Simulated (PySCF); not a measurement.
Se(Me)(OMe) (C2H6OSe), SMILES O(C)[Se]C.

Coordinates come from a B3LYP-D3(BJ)/def2-SVP optimisation. The values are those of a single conformer.

Computed with TDDFT-LC-ωPBE/def2-SVPD (PySCF 2.14.0).

Vertical excitations. Isolated molecule, no solvent.

Computed lowest excited states:
```csv
state,energy (eV),λ (nm),f,main pairs
S1,3.82,325,0.001,HOMO→LUMO 85 %
S2,5.72,217,0.009,HOMO−1→LUMO 80 %
S3,5.92,210,0.003,"HOMO→LUMO+1 66 %, HOMO→LUMO+6 14 %"
S4,6.67,186,0.076,HOMO→LUMO+2 82 %
S5,7.45,166,0.083,HOMO→LUMO+3 76 %
S6,7.68,162,0.050,"HOMO→LUMO+4 29 %, HOMO−2→LUMO 28 %, HOMO→LUMO+3 13 %, HOMO→LUMO+6 5 %"
S7,7.70,161,0.024,"HOMO→LUMO+4 38 %, HOMO−2→LUMO 27 %"
S8,7.92,157,0.013,"HOMO→LUMO+5 27 %, HOMO→LUMO+1 24 %, HOMO→LUMO+6 17 %, HOMO→LUMO+7 9 %"
S9,8.00,155,0.117,"HOMO−1→LUMO+1 59 %, HOMO−3→LUMO 10 %"
S10,8.11,153,0.030,"HOMO−3→LUMO 42 %, HOMO−1→LUMO+2 16 %, HOMO−2→LUMO 10 %"
T1,2.97,418,0,HOMO→LUMO 80 %
T2,4.94,251,0,HOMO−1→LUMO 75 %
T3,5.09,244,0,"HOMO→LUMO+1 49 %, HOMO→LUMO+6 15 %, HOMO→LUMO+5 13 %, HOMO→LUMO+7 11 %"
T4,6.25,198,0,"HOMO−2→LUMO 65 %, HOMO−2→LUMO+4 10 %"
```
Triplets are in the Tamm–Dancoff approximation, which puts them higher than full response would, so one can lie above its singlet here.
